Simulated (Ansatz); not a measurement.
Geometry optimisation, RKS PBE/def2-SVP (Ansatz).

Input:

```yaml
crystal:
  periodic: [false, false, false]
  atoms:
    - { symbol: C, position_ang: [0.0189, 1.0655, 1.3758] }
    - { symbol: C, position_ang: [-0.4541, 0.1715, 0.5029] }
    - { symbol: Si, position_ang: [-2.1525, 0.3479, -0.2987] }
    - { symbol: C, position_ang: [0.4794, -1.0127, 0.1882] }
    - { symbol: Ge, position_ang: [1.9229, -0.5129, -0.9383] }
    - { symbol: H, position_ang: [-0.6466, 1.9886, 1.5971] }
    - { symbol: H, position_ang: [0.9665, 1.0274, 1.8501] }
    - { symbol: H, position_ang: [-2.1243, 1.6113, -1.0679] }
    - { symbol: H, position_ang: [-3.1475, 0.4026, 0.8041] }
    - { symbol: H, position_ang: [-2.3739, -0.7895, -1.1577] }
    - { symbol: H, position_ang: [-0.1889, -1.7908, -0.3362] }
    - { symbol: H, position_ang: [0.7955, -1.4755, 1.1491] }
    - { symbol: H, position_ang: [2.7441, 0.5527, -0.1768] }
    - { symbol: H, position_ang: [1.3704, 0.1387, -2.2171] }
    - { symbol: H, position_ang: [2.7682, -1.7756, -1.2453] }
basis:
  gaussian: { orbitals: def2-SVP }
hamiltonian:
  xc: pbe
relax:
  f_tol: 0.015
  max_steps: 40
```

Launched with:

```bash
$ ansatz run input.yaml --threads 2 --pin off --max-ram 3072MiB --backend cpu --events-out ev --progress --plain --runs-dir out
```

Task: Where does it end, and by what steps?

Result: The forces met the threshold. The force dipped under the threshold on the way, but the program's further checks kept it going. After 27 steps the energy has fallen by 0.488 eV; H10 moved furthest, 1.54 Å.

```csv
step,energy less start (eV),largest force component (eV/Å),accepted
0,0.0000,2.984,yes
1,-0.3370,1.128,yes
2,-0.3681,0.465,yes
3,-0.3973,0.215,yes
4,-0.4069,0.140,yes
5,-0.4138,0.136,yes
6,-0.4217,0.143,yes
7,-0.4286,0.208,yes
8,-0.4337,0.106,yes
9,-0.4420,0.071,yes
10,-0.4479,0.231,yes
11,-0.4499,0.302,yes
12,-0.4663,0.302,yes
13,-0.3243,1.346,no
14,-0.4759,0.132,yes
15,-0.4808,0.048,yes
16,-0.4823,0.153,yes
17,-0.4847,0.065,yes
18,-0.4856,0.051,yes
19,-0.4856,0.058,no
20,-0.4863,0.020,yes
21,-0.4869,0.022,yes
22,-0.4872,0.024,yes
23,-0.4873,0.017,yes
24,-0.4874,0.010,yes
25,-0.4875,0.010,yes
26,-0.4876,0.013,yes
27,-0.4877,0.007,yes
```

```xyz
15
Properties=species:S:1:pos:R:3
C -0.054 1.271 1.491
C -0.385 0.287 0.620
Si -1.976 0.456 -0.394
C 0.462 -0.947 0.438
Ge 1.763 -0.776 -1.064
H -0.668 2.178 1.610
H 0.850 1.202 2.126
H -2.649 1.761 -0.067
H -2.913 -0.682 -0.074
H -1.698 0.398 -1.874
H -0.150 -1.849 0.229
H 1.067 -1.160 1.345
H 2.777 0.348 -0.725
H 1.029 -0.419 -2.383
H 2.523 -2.119 -1.249
```

Whether the end is a true minimum wasn't checked by a vibrational analysis.

The run took 86 s on 2 threads of Arm Neoverse V2 (shared host), peak memory 0.2 GiB.
